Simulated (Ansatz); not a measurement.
`C[O][GeH]([SH])[O]C` + `CC(C)N` → `C[O][GeH]([NH]C(C)C)[O]C` + H₂S  (ligand exchange at a Ge–S bond)

Program: Ansatz. Geometries: PBE0-D4/def2-TZVP. ΔE: electronic, gas phase. CBS: MP2 limit from def2 TZ/QZ plus the TZ coupled-cluster correction, frozen cores. This one scheme is used for every species. DFT in def2-TZVPP. For Ge outer-core shells are correlated without core-valence functions, which leaves a few kJ/mol of doubt a bond. Scalar relativity is left out up to krypton. Each species was taken in one conformer, which may not be the lowest.

```
    level  ΔE (kJ/mol)
r2SCAN-D4         47.4
  PBE0-D4         47.2
```

What does CCSD(T)/CBS give? (Best estimate.)

The calculation gave: +40.2 kJ/mol. The listed levels differ from it by 7.2, 7.0 kJ/mol.

Largest T1 diagnostic among the species: 0.012.

The D4 term adds −6.7 kJ/mol with B3LYP and −4.8 kJ/mol with PBE0; it sums over pairs of atoms, weighted by their polarisabilities, and B3LYP, whose exchange is more repulsive, gets the larger term.

B3LYP here is the variant with VWN-RPA as its local correlation; programs differ in this.
